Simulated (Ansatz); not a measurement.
Job for Ansatz (a quantum-chemistry and plane-wave program): R-CAM-B3LYP/def2-TZVPP on CH5AlO (SMILES [CH3][AlH][OH]).

Ansatz 0.2 input:
```yaml
crystal:
  periodic: [false, false, false]
  atoms:
    - {symbol: C, position_ang: [-1.26211263, -0.12265064, 0.04798231]}
    - {symbol: Al, position_ang: [0.60669761, 0.37629636, -0.15252922]}
    - {symbol: O, position_ang: [1.78006757, -0.76883480, 0.31412981]}
    - {symbol: H, position_ang: [-1.37476571, -1.12896127, 0.45518507]}
    - {symbol: H, position_ang: [-1.78481649, -0.08585486, -0.91254477]}
    - {symbol: H, position_ang: [-1.78606374, 0.57153335, 0.71190729]}
    - {symbol: H, position_ang: [1.09751406, 1.77080597, -0.71762362]}
    - {symbol: H, position_ang: [2.72347932, -0.61233411, 0.25349313]}
basis:
  gaussian:
    orbitals: def2-TZVPP
hamiltonian:
  xc: {name: CAM-B3LYP}
scf: {lower_state_search: off}
```

Program output:

```
WARN ansatz: RAYON_NUM_THREADS=1 ignored (pool sized by the plan → 1); use --threads N
Functional definition: CAM-B3LYP
these checks for a lower state are left out or cut short: stability, starts, cluster_reference, orbital_swaps, neighbouring_geometries, increment
integrals: 0.09 GiB planned
914 factors; their error is unknown
integrals: 0.12 GiB planned
246 factors; integrals over basis functions are off by at most 1.4e-5 eV
mean field: 0.77 GiB planned
mean field evaluation 1: about -9755.4161 eV, gradient 7.1e1 eV
mean field evaluation 2: about -9748.3863 eV, gradient 9.4e1 eV
mean field evaluation 4: about -9764.5733 eV, gradient 3.5e0 eV
mean field evaluation 8: about -9764.6034 eV, gradient 6.6e-2 eV
mean field evaluation 16: about -9764.6084 eV, gradient 1.3e-5 eV
mean field -9764.60843650 eV, -358.8427413521 hartree, gradient 2.0e-6 eV, S^2 0.000000; 0 other end points of the search recorded, 0 dependent functions left out
reference -9764.60856292 eV, -358.8427459978 hartree; 16, 16 occupied and 158, 158 virtual orbitals, 914 factors
Total energy: -9764.60856292 eV, -358.8427459978 hartree
Checks for a lower state left out: stability, starts, cluster_reference, orbital_swaps, neighbouring_geometries, increment
```

The run converged.

Cost: roughly 1.9 core-seconds.
